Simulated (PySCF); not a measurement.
Si(H)2(Br)(OMe) (CH5BrOSi), SMILES CO[SiH2]Br. Atoms are numbered in the order given.

```xyz
9

Si     0.3823    -0.2018     1.0693
Br     0.6807     0.2654    -1.0928
O     -1.1421    -0.7691     1.3321
C     -2.3308    -0.0716     1.0629
H      1.3165    -1.2830     1.4576
H      0.6268     1.0692     1.8080
H     -2.3793     0.8854     1.6131
H     -3.1792    -0.6948     1.3802
H     -2.4382     0.1416    -0.0147
```

The structure is a stationary point at PBE0-D3(BJ)/def2-SVP. One conformer was computed; it need not be the lowest.

Calculation: PySCF with PBE/def2-TZVP.

Isolated molecule, no solvent.

```yaml
total_energy: -2979.44135 hartree
highest_occupied_level: -7.04 eV
lowest_empty_level: -0.66 eV
orbital_gap: 6.38 eV
dipole_moment: 1.41 D
quadrupole, principal values (traceless, Buckingham form, about the centre of nuclear charge): -4.25, -0.35, 4.60 D·Å
mean_static_polarisability: 62.1 bohr³ (9.20 Å³)
polarisability_principal_values: 52.3, 61.7, 72.3 bohr³
```
